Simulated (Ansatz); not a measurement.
System: C2H7ClOSi2 (charge 0, singlet). 
Coordinates optimised at B3LYP-D3(BJ)/def2-TZVP (Ansatz, a first-principles code):
```
Si
O 1 1.6300
Si 2 1.6428 1 147.16
H 1 1.4777 2 109.29 3 -163.06
H 1 1.4783 4 111.03 2 121.20
H 3 1.4787 2 107.58 1 -168.04
H 3 1.4789 6 109.63 2 119.69
H 3 1.4801 6 109.67 7 120.38
C 1 1.8697 4 107.75 5 119.02
C 9 1.3263 1 126.27 4 -4.16
H 10 1.0830 9 122.97 1 -179.02
H 10 1.0833 11 117.60 9 -179.98
Cl 9 1.7646 10 120.01 11 0.74
```
Charge 0, spin multiplicity 1.

Basis-set convergence of Hartree-Fock and MP2 correlation energies (hartree) with Ansatz. Cores are frozen in the correlated levels unless marked. Spin-orbit coupling is left out. No relativistic terms.

```
basis            functions        E(HF)  E(corr, MP2)
---------------  ---------  -----------  ------------
aug-cc-pV(D+d)Z        228  -1192.14323      -0.83020
aug-cc-pV(T+d)Z        464          ___           ___
```

Task: Fill in the missing entries.

Result: 
- aug-cc-pV(T+d)Z, E(HF): -1192.23243
- aug-cc-pV(T+d)Z, E(corr, MP2): -1.00974
